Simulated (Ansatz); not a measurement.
C2H11AlO2Si, SMILES `[CH3][Al-]([CH3])([OH])[OH+][SiH3]`, relaxed with RKS PBE0-D4/def2-TZVP in Ansatz from a PBE-D4/def2-SVP geometry. The force threshold is 0.005 eV/Å; the program also tests the step.

Charge 0, multiplicity 1.

Start:

```xyz
17

C    -1.640   -1.731    0.089
Al   -0.578   -0.132   -0.332
C    -1.327    1.448   -1.240
O     1.179   -0.478   -0.775
O     0.397    0.401    1.245
Si    2.162    0.179    0.916
H    -2.497   -1.498    0.761
H    -2.079   -2.186   -0.826
H    -1.033   -2.518    0.587
H    -0.602    2.287   -1.309
H    -2.225    1.835   -0.710
H    -1.659    1.216   -2.277
H     1.608   -0.213   -1.605
H     0.171    0.672    2.151
H     2.503    0.772    2.287
H     2.738   -1.202    1.029
H     2.883    1.145    0.011
```

```tsv
step	energy (eV)	largest force (eV/Å)	largest move (Å)
1	-20815.4343	0.607	0.000
2	-20815.5129	0.492	0.035
3	-20815.5306	0.112	0.026
4	-20815.5314	0.031	0.012
5	-20815.5316	0.019	0.005
6 (rejected)	-20815.5314	0.120	0.026
7	-20815.5318	0.019	0.013
8	-20815.5319	0.026	0.017
9	-20815.5319	0.005	0.005
```

End:

```xyz
17

C    -1.631   -1.716    0.084
Al   -0.560   -0.132   -0.308
C    -1.305    1.434   -1.214
O     1.166   -0.475   -0.753
O     0.406    0.373    1.240
Si    2.123    0.181    0.893
H    -2.488   -1.484    0.725
H    -2.040   -2.162   -0.829
H    -1.046   -2.492    0.588
H    -0.594    2.265   -1.270
H    -2.201    1.808   -0.707
H    -1.610    1.199   -2.239
H     1.582   -0.227   -1.578
H     0.181    0.684    2.117
H     2.484    0.776    2.239
H     2.709   -1.173    1.015
H     2.822    1.140   -0.004
```

Hardware: 4 threads of an Arm Neoverse V1 on a shared host. Wall time 78 s, peak host memory 0.93 GiB.
